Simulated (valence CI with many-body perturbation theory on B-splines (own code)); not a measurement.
## A CI+MBPT run for Nd IV

Calculated by relativistic CI+MBPT: three valence electrons over a frozen Dirac-Fock core [Xe], a basis of 8 s, 8 p, 9 d, 9 f, 6 g, 3 h, 2 i functions for each j, with the one-electron correlation potential Σ1 (screened to all orders), the two-electron term Σ2, the three-electron term Σ3, Breit, model QED; the open f shell's mean field enters the energy denominators; selected single and double excitations, second order for the rest, scaled by the run's own slope (own B-spline code, finite nucleus).

Command, and the settings that its task file holds:

```sh
python run_cv.py task.json out
```

```
atom Nd  Z=60  mass_number=142  rms_radius_fm=4.9123
core [Xe]
valence 4f3
avg = 1
basis = L
breit = 1
cap = 40000
capref = 1200
cscale = 1
de = 0.0
dress = 1
eps = 2e-08
extrap = 1
h = 0.27
hh = 1
l2 = 3
lcore = 6
maxit = 60
n2 = 5
natural = 1
nlev = 60
nno = [5, 5, 6, 7, 5, 3, 2]
nroot = 26
nsp = [3, 3, 3, 2, 1, 0, 0]
pt2 = 1
qed = 1
rpa = 1
s1 = 1
s2 = 1
s3 = 1
screen = 1
tol = 2e-05
whole = 1
```

Task: Roughly how long does this run take on one core of Intel(R) Xeon(R) Processor @ 2.30GHz, and how much memory?

Result: 4.9 min on 1 thread of Intel(R) Xeon(R) Processor @ 2.30GHz, with other jobs on the host, peak memory 0.75 GiB.

Log. The first blocks belong to the next ion, which gives the ionisation energy. Fields: 2J, parity (1 odd), roots, reference size, generating configurations, candidates as configurations/state functions, variational space P, stored matrix elements, Davidson steps; e2 is the range of second-order energies in hartree. The first line gives the box (bohr), its intervals, the orbitals and the steps of their self-consistent field. Window is the range of levels sought, series limit the energy at which the first omitted orbital would enter, core excitation an estimate of the first excitation out of the core, left out the lowest levels not solved, and shifts from estimates the range by which levels moved from their first estimate, all in cm⁻¹.

```
rmax 17.7 intervals 64 orbitals 82 references ['4f3', '4f2 5d', '4f2 6s', '4f2 6p', '4f 5d2'] scf 6 t 2.4
2J=8 par=0 roots 2 ref 31 generators 6 cand 676/676 P 707/707 nnz 0 it 0
2J=8 par=0 roots 2 ref 31 generators 21 cand 167/167 P 874/874 nnz 0 it 0
   second order: generators 26 cand 342/342 e2 -0.00000 -0.00000
2J=10 par=0 roots 2 ref 15 generators 7 cand 626/626 P 641/641 nnz 0 it 0
2J=10 par=0 roots 2 ref 15 generators 23 cand 103/103 P 744/744 nnz 0 it 0
   second order: generators 32 cand 208/208 e2 -0.00000 -0.00000
2J=4 par=0 roots 2 ref 45 generators 5 cand 809/809 P 854/854 nnz 0 it 0
2J=4 par=0 roots 2 ref 45 generators 20 cand 161/161 P 1015/1015 nnz 0 it 0
   second order: generators 28 cand 175/175 e2 -0.00000 -0.00000
reference levels 698, estimated 158, window 79993 1/cm; series limit 256196, core excitation 138753
2J=9 par=1 roots 7 ref 70 generators 4 cand 1176/4262 P 1746/6831 nnz 1.3e+07 it 7
2J=9 par=1 roots 7 ref 70 generators 26 cand 1195/4684 P 2941/11515 nnz 2.5e+07 it 9
   second order: generators 63 cand 25502/87429 e2 -0.00008 -0.00002
2J=11 par=1 roots 5 ref 53 generators 3 cand 971/3312 P 1642/5861 nnz 9.5e+06 it 6
2J=11 par=1 roots 5 ref 53 generators 23 cand 1049/3582 P 2691/9443 nnz 1.8e+07 it 9
   second order: generators 53 cand 19329/64455 e2 -0.00005 -0.00002
2J=13 par=1 roots 3 ref 32 generators 2 cand 613/1974 P 1387/4500 nnz 5.7e+06 it 6
2J=13 par=1 roots 3 ref 32 generators 17 cand 880/2503 P 2267/7003 nnz 1e+07 it 9
   second order: generators 37 cand 15882/49005 e2 -0.00005 -0.00002
2J=15 par=1 roots 3 ref 18 generators 3 cand 347/974 P 1288/3478 nnz 3.5e+06 it 5
2J=15 par=1 roots 3 ref 18 generators 12 cand 719/1740 P 2007/5218 nnz 5.8e+06 it 9
   second order: generators 33 cand 11864/34134 e2 -0.00004 -0.00002
2J=3 par=1 roots 6 ref 64 generators 4 cand 988/2662 P 1804/5203 nnz 7.3e+06 it 10
2J=3 par=1 roots 6 ref 64 generators 22 cand 1290/3780 P 3094/8983 nnz 1.4e+07 it 9
   second order: generators 78 cand 25391/63861 e2 -0.00005 -0.00002
2J=5 par=1 roots 7 ref 77 generators 5 cand 1307/4407 P 1925/6984 nnz 1.2e+07 it 7
2J=5 par=1 roots 7 ref 77 generators 21 cand 1430/5587 P 3355/12571 nnz 2.5e+07 it 9
   second order: generators 91 cand 29456/89373 e2 -0.00011 -0.00002
2J=7 par=1 roots 7 ref 79 generators 5 cand 1365/5031 P 1913/7583 nnz 1.4e+07 it 8
...
2J=1 par=0 roots 3 ref 22 generators 41 cand 1717/2947 P 4316/7471 nnz 7.4e+06 it 6
   second order: generators 62 cand 18728/30097 e2 -0.00003 -0.00003
2J=3 par=0 roots 4 ref 38 generators 16 cand 1643/4792 P 2466/7328 nnz 9.4e+06 it 5
2J=3 par=0 roots 4 ref 38 generators 34 cand 1650/4544 P 4116/11872 nnz 2e+07 it 7
   second order: generators 60 cand 24511/60589 e2 -0.00005 -0.00004
2J=17 par=0 roots 2 ref 4 generators 9 cand 483/1096 P 1651/3261 nnz 2e+06 it 4
2J=17 par=0 roots 2 ref 4 generators 17 cand 778/1627 P 2429/4888 nnz 3.9e+06 it 6
   second order: generators 29 cand 9379/24456 e2 -0.00003 -0.00002
left out: unestimated 123730, estimated 85042, shifts from estimates -67 to 16
operators 9.8
```

The Davidson iterations converged.

Set against measurement, 32 paired levels are off by 185 cm⁻¹ on average, the worst by 445. These come from a selection out of Arab et al., J. Quant. Spectrosc. Radiat. Transfer 229, 145 (2019) and Gaigalas et al. (2019), from Wyart et al. (2007). Levels without a partner in it may be off by more, other configurations by several thousand cm⁻¹.

```yaml
Valence_energy: -6.762718 hartree
Ionisation_energy: "40.723 eV (NIST: 40.6 ± 0.04 eV (semi-empirical))"
Reference_configurations_for_the_orbitals: 4f3, 4f2 5d, 4f2 6s, 4f2 6p, 4f 5d2
Radial_orbitals: 82
Box_radius: 17.7 bohr
Largest_variational_space: 16930
Lowest_levels: 4f3 4I°_9/2 0.0000, 4f3 4I°_11/2 0.2406, 4f3 4I°_13/2 0.4950, 4f3 4I°_15/2 0.7577, 4f3 4F°_3/2 1.460, 4f3 2H°_9/2 [a] 1.581, 4f3 4F°_5/2 1.593, 4f3 4F°_7/2 1.715, 4f3 4S°_3/2 1.740, 4f3 4F°_9/2 1.873, 4f3 2H°_11/2 [a] 2.005, 4f3 2G°_7/2 [a] 2.197, 4f3 4G°_5/2 2.225, 4f3 4G°_7/2 2.446 eV
```

Names give the largest LS component (configuration and term), which can be under half, so a name can repeat, a term be missing and a line seem to break the LS rules; names also repeat where a configuration has a term twice. Letters in brackets count levels of one name in rising energy.
